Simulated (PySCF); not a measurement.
# One molecule, a ladder of functionals, a line

Molecule: `C(C)(=O)O[SiH2]P`, C$_{2}$H$_{7}$O$_{2}$PSi.

Atom-mapped SMILES (the numbers label the heavy atoms): `[CH3:1][C:2](=[O:3])[O:4][SiH2:5][PH2:6]`. Each H is labelled by its parent atom.

GIAO shieldings (ppm, equivalent atoms averaged) in PySCF 2.14 on the PBE0-D3(BJ)/def2-SVP geometry, basis pcSseg-1, gas phase, non-relativistic:

| functional | exact exchange (%) | σ(O4) | σ(Si5) |
| --- | --- | --- | --- |
| BLYP | 0 | 105.9 | 331.7 |
| BP86 | 0 | 109.3 | 339.1 |
| PBE | 0 | 109.0 | 340.3 |
| B3LYP | 20 | 117.8 | 345.0 |
| mPW1PW91 | 25 | 123.2 | 355.4 |
| BHandHLYP | 50 | 134.6 | 365.9 |
| HF | 100 | 161.0 | 404.4 |

Question: Fit each shielding as a line in the percentage of exact exchange.

Answer: σ(O4) = 108.2 + 0.53 x (rms 1.3 ppm); σ(Si5) = 336.0 + 0.67 x (rms 3.5 ppm). The functionals also differ in their semilocal parts, which the line can't hold; Hartree–Fock has no correlation at all.

Question: What does the line predict for PBE0 (25 %), and what does the run give?

Answer: σ(O4): 121.5 predicted, 123.6 computed; σ(Si5): 352.8 predicted, 356.9 computed ppm.
